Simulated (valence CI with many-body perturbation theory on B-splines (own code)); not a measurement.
# E1 transitions of Ge XIX

Level of theory: valence CI with perturbative core correlation (CI+MBPT): four valence electrons over a frozen Dirac-Fock core [Ne], radial functions for each j: 11 s, 11 p, 9 d, 7 f, 5 g, 2 h, 1 i, with the one-electron correlation potential Σ1, the two-electron term Σ2, the three-electron term Σ3, Breit, model QED; selected CI, second order for the rest (own B-spline code, finite nucleus).

No measured levels were compared; by estimate levels of excited configurations hold to 0.05 to 0.15 % of their energy, terms of the ground configuration to about 0.5 %.

Lines 101 to 150 of 216 in falling wavelength, among levels below 1206200 cm⁻¹, chosen from the strongest by gf and those to the six lowest levels. Wavelengths and rates use the calculated energies, so an error of 300 cm⁻¹ moves a line at 171.5 Å by 0.051 % and its rate by three times that or more. Electric multipoles are in the length gauge, E1 and E2 with the static RPA response of the core. Weak lines are less certain than strong ones. Lines between different terms over intervals too small for the method are left out, as are lines whose strength nearly cancels. Where a level lies close to another of its J and parity, the split of strength between their lines is uncertain. The highest levels of a list are the least certain.

Names give the largest LS component (configuration and term), which can be under half, so a name can repeat, a term be missing and a line seem to break the LS rules; names also repeat where a configuration has a term twice. Letters in brackets count levels of one name in rising energy.

```csv
λ vac (Å),Upper,Lower,A (s⁻¹),log gf,Branch %
171.5,3s 3p2 3d 5F_1,3s 3p3 5S°_2,3.07e+07,-3.39,1.7
171.2,3s 3p3 3S°_1,3s2 3p2 3P_1,2.29e+10,-0.52,25.2
171.1,3s2 3p 3d 3P°_1,3s2 3p2 1S_0,3.61e+07,-3.32,0.0
169.5,3p4 3P_1,3s 3p3 5S°_2,4.68e+03,-7.22,0.0
169.3,3s 3p2 3d 5F_2,3s 3p3 5S°_2,2.51e+08,-2.27,33.0
168.4,3s2 3p 3d 3F°_3,3s2 3p2 3P_2,2.25e+09,-1.17,100.0
168.3,3s2 3p 3d 3F°_2,3s2 3p2 3P_1,7.13e+08,-1.82,18.9
167.9,3s 3p2 3d 3P_0 [a],3s 3p3 3P°_1,2.72e+10,-0.94,40.0
167.9,3s2 3p 3d 3P°_2,3s2 3p2 1D_2,8.50e+09,-0.75,11.2
166.2,3s 3p2 3d 5F_3,3s 3p3 5S°_2,4.88e+08,-1.85,76.4
166.0,3s 3p2 3d 1P_1,3s 3p3 1D°_2,3.02e+10,-0.43,41.2
165.5,3s 3p2 3d 3P_2 [a],3s 3p3 3D°_3,2.67e+10,-0.26,39.0
165.1,3p4 1D_2,3s 3p3 5S°_2,5.00e+05,-4.99,0.0
164.6,3s2 3p 3d 3D°_1,3s2 3p2 1D_2,2.32e+09,-1.55,2.4
162.6,3s 3p2 3d 3P_1 [b],3s 3p3 1D°_2,4.06e+09,-1.32,6.1
162.0,3s 3p2 3d 3P_2 [a],3s 3p3 3D°_2,2.42e+10,-0.32,35.4
161.8,3s 3p3 3S°_1,3s2 3p2 3P_0,1.19e+10,-0.85,13.1
161.5,3s 3p2 3d 3P_2 [a],3s 3p3 3D°_1,4.98e+09,-1.01,7.3
160.9,3s 3p3 1P°_1,3s2 3p2 3P_2,7.48e+07,-3.06,0.1
160.7,3s 3p2 3d 1F_3,3s 3p3 3P°_2,1.80e+10,-0.31,38.2
159.7,3s 3p2 3d 3P_2 [b],3s 3p3 1D°_2,2.58e+09,-1.31,3.7
158.8,3s 3p2 3d 3D_3 [b],3s 3p3 1D°_2,1.36e+10,-0.44,34.1
158.5,3s 3p2 3d 5D_1,3s 3p3 5S°_2,8.06e+08,-2.04,25.7
158.1,3s 3p2 3d 5D_2,3s 3p3 5S°_2,2.54e+09,-1.32,66.0
158.1,3s2 3p 3d 1D°_2,3s2 3p2 1D_2,3.13e+10,-0.23,31.5
157.4,3s 3p2 3d 5D_3,3s 3p3 5S°_2,3.77e+09,-1.01,92.2
156.1,3s 3p3 1P°_1,3s2 3p2 3P_1,1.49e+10,-0.79,20.1
155.8,3s 3p2 3d 3F_3 [b],3s 3p3 3P°_2,2.33e+09,-1.23,3.0
155.7,3s 3p2 3d 3P_1 [a],3s 3p3 3D°_2,1.09e+10,-0.92,15.4
155.3,3s 3p2 3d 3P_1 [a],3s 3p3 3D°_1,3.55e+10,-0.41,49.8
155.3,3s2 3p 3d 3P°_1,3s2 3p2 1D_2,1.10e+10,-0.92,13.0
155.3,3s2 3p 3d 3D°_3,3s2 3p2 1D_2,1.03e+10,-0.58,10.7
154.6,3s 3p2 3d 3D_1 [b],3s 3p3 3P°_1,4.76e+09,-1.29,7.7
154.2,3s 3p2 3d 1P_1,3s 3p3 3P°_2,1.84e+10,-0.71,25.2
153.7,3s2 3p 3d 3D°_2,3s2 3p2 1D_2,4.62e+10,-0.09,54.6
153.6,3s 3p2 3d 3D_1 [b],3s 3p3 3P°_0,2.22e+10,-0.63,35.8
153.6,3s2 3p 3d 3P°_2,3s2 3p2 3P_2,2.79e+10,-0.31,36.7
152.9,3s 3p2 3d 3D_2 [b],3s 3p3 3P°_1,3.75e+10,-0.18,66.8
152.5,3s 3p2 3d 3P_0 [b],3s 3p3 3P°_1,5.16e+10,-0.74,74.7
151.8,3s 3p2 3d 3F_2 [a],3s 3p3 5S°_2,3.01e+08,-2.28,12.8
151.8,3s 3p2 3d 3D_2 [a],3s 3p3 3D°_3,1.12e+10,-0.71,23.1
151.3,3s 3p2 3d 3P_1 [b],3s 3p3 3P°_2,5.75e+09,-1.23,8.6
150.9,3s2 3p 3d 3D°_1,3s2 3p2 3P_2,3.08e+09,-1.50,3.2
150.9,3s 3p2 3d 3P_1 [b],3s 3p3 3P°_1,2.55e+10,-0.58,38.3
150.2,3s 3p2 3d 3D_3 [a],3s 3p3 3D°_3,3.49e+10,-0.08,66.1
149.9,3s 3p2 3d 3P_1 [b],3s 3p3 3P°_0,2.05e+10,-0.68,30.9
149.8,3s 3p2 3d 3P_0 [a],3s 3p3 3D°_1,3.43e+10,-0.94,50.5
149.2,3s2 3p 3d 3P°_2,3s2 3p2 3P_1,3.96e+10,-0.18,52.1
148.9,3s2 3p 3d 1P°_1,3s2 3p2 1S_0,8.13e+10,-0.09,97.4
148.8,3s 3p2 3d 3D_2 [a],3s 3p3 3D°_2,5.50e+09,-1.04,11.3
```
